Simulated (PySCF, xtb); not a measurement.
4-fluoro-2-phenylthiophene (C10H7FS), SMILES Fc1csc(-c2ccccc2)c1.

xtb with GFN2-xTB at its own geometry gives an orbital gap of 2.98 eV and a dipole moment of 2.11 D.

Geometry: B3LYP-D3(BJ)/def2-SVP. Other conformers were not sampled.

Task: What does HF/def2-SVP (PySCF) give? (An estimate is asked for; the answer gives what the named calculation found.)

Result: gap 10.13 eV (levels -8.20 and 1.93 eV), dipole 1.95 D.
